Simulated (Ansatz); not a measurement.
**A rate constant, worked out**

An elementary step of TiNH3OF2, closed shell (TiNH₃OF₂ ([NH2][Ti]([OH])([F])[F]) → TiNHF₂ ([NH][Ti]([F])[F]) + H₂O (still joined by a long Ti–O bond); Ti–O, N–H broken or loosened, O–H formed or tightened). The start structure is the reactant molecule, and the electronic barrier above it is 1.978 eV by CCSD(T) at an estimated basis limit (MP2 extrapolated from triple and quadruple zeta, plus CCSD(T) − MP2 in triple zeta). Computed with Ansatz 0.2.0 (basis: def2-TZVPP and def2-QZVPP); correlated methods freeze the cores. Extrapolation: Hartree–Fock as exp(−7.88 √X), correlation as X^−2.97. Harmonic wavenumbers at PBE0-D4/def2-TZVP (Ansatz 0.2.0), in cm⁻¹:

Start: 100, 128, 191, 204, 210, 223, 263, 363, 399, 543, 700, 757, 762, 829, 1520, 3565, 3672, 3952.

Saddle: 1399i, 104, 156, 205, 229, 300, 425, 489, 566, 611, 691, 709, 766, 995, 1254, 1959, 3657, 3875.

**Question.** Work out the transition-state-theory rate constant at 800 K from these numbers alone (harmonic vibrations; rotation, path degeneracy and anharmonicity left out), and the Wigner tunnelling factor. Use 1 cm⁻¹ = 1.2398 × 10⁻⁴ eV and k_B = 8.617 × 10⁻⁵ eV/K.

**Answer.** Zero-point energies, half the sums: start 18381/2 cm⁻¹ = 1.1395 eV; saddle, real modes only, 16991/2 cm⁻¹ = 1.0533 eV.
Barrier with zero-point energy: 1.978 + 1.0533 − 1.1395 = 1.8918 eV.
k_BT = 0.06894 eV, so the barrier is 27.44 k_BT.
Vibrational partition functions from the zero-point level, ln q = −Σ ln(1 − exp(−hν/k_BT)): start 12.168, saddle 9.615.
k = (k_BT/h) exp(ln q‡ − ln q) exp(−E0/k_BT), with log₁₀(k_BT/h in s⁻¹) = 13.22: log₁₀ k = 13.22 + (-2.553 − 27.44)/2.3026 = 0.19, so k ≈ 2 × 10^(0) s⁻¹.
Wigner factor: 1 + (hν‡/k_BT)²/24 = 1 + (2.52)²/24 = 1.26. A change of 1 kcal/mol (0.043 eV) in the barrier would change k by a factor of 1.9 at this temperature.

T1 diagnostic: at most 0.026. The T1 diagnostic is large here, which may signal multireference character or strong orbital relaxation, so CCSD(T) is less sure. The restricted Hartree–Fock reference is unstable towards an unrestricted one at one or more of these structures.

Labels in which every atom is bracketed show which atoms are joined, not bond orders.

For scale, one of the runs: CCSD(T)/def2-TZVPP, 230 basis functions, launched by `ansatz run in.yaml --threads 8 --pin off --events-out ev --progress --plain --max-ram 19148MiB`. Time: 84 s of wall clock on 8 CPU threads of a Oxide Virtual Turin-like; the host was shared. Peak host memory: 4.6 GiB.
